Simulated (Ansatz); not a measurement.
`C[B](F)[AlH2]` and `BCB(C)F` differ in one atom or group.

Ansatz, PBE0-D4/def2-TZVP geometries, multiplicity 1. Each molecule was computed in one conformer, which needn't be the lowest.

| property | `C[B](F)[AlH2]` |
| --- | --- |
| LUMO energy (ωB97M-V/def2-TZVPP) / eV | -0.12 |
| size of the dipole moment (B3LYP/def2-TZVPP) / D | 1.25 |
| HOMO energy (PBE/def2-TZVPP) / eV | -5.89 |
| HOMO energy (PBE0/def2-TZVPP) / eV | -7.11 |
| HOMO–LUMO gap (PBE/def2-TZVPP) / eV | 3.41 |
| LUMO energy (PBE0/def2-TZVPP) / eV | -1.71 |

**Question.** What does the change do to each property? (Estimate.)

**Answer.** The calculation gave: 
```csv
property,`BCB(C)F`,shift
LUMO energy (ωB97M-V/def2-TZVPP) / eV,0.32,0.44
size of the dipole moment (B3LYP/def2-TZVPP) / D,1.39,0.14
HOMO energy (PBE/def2-TZVPP) / eV,-7.33,-1.44
HOMO energy (PBE0/def2-TZVPP) / eV,-8.74,-1.63
HOMO–LUMO gap (PBE/def2-TZVPP) / eV,4.72,1.31
LUMO energy (PBE0/def2-TZVPP) / eV,-1.62,0.09
```

With PBE0 the HOMO falls by 1.63 eV and the LUMO rises by 0.09 eV, so the gap widens by about 1.72 eV. PBE moves the HOMO by -1.44 eV and ωB97M-V by -1.81 eV. Dipoles are sizes alone; their direction can turn.

B3LYP here is the variant with VWN-RPA as its local correlation; programs differ in this.
